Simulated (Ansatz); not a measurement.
`[OH][Al]([SH])[SH]` + silanol → `[OH][Al]([SH])[O][SiH3]` + H₂S  (ligand exchange at the Al–S bond)

Computed with Ansatz on PBE0-D4/def2-TZVP structures; ΔE is electronic, products minus reactants. CBS: MP2 limit from def2 TZ/QZ plus the TZ coupled-cluster correction, frozen cores. This one scheme is used for every species. Each species was taken in one conformer, which may not be the lowest.

| species | HF/def2-SVP energy (Eh) |
| --- | --- |
| `[OH][Al]([SH])[SH]` | -1113.35694 |
| `O[SiH3]` | -366.00217 |
| `[OH][Al]([SH])[O][SiH3]` | -1080.81838 |
| H₂S | -398.56703 |

Work out ΔE.

ΔE = (-1080.81838) + (-398.56703) − (-1113.35694) − (-366.00217) = -0.02630 Eh = -16.5 kcal/mol. CCSD(T)/CBS gives -11.6 kcal/mol.

Largest T1 diagnostic among the species: 0.012.

From PBE to PBE0 (25 % exact exchange), in def2-TZVPP and without D4, ΔE moves by −0.8 kcal/mol. Leaving LDA and LC-ωPBE aside and taking each functional with its dispersion term where it has one, the values, not all of them listed here, spread over 5.2 kcal/mol, from BHLYP-D4 to revPBE-D4. At CCSD(T), def2-SVP lies −3.1 kcal/mol from the extrapolated value and def2-TZVPP −0.8 kcal/mol.
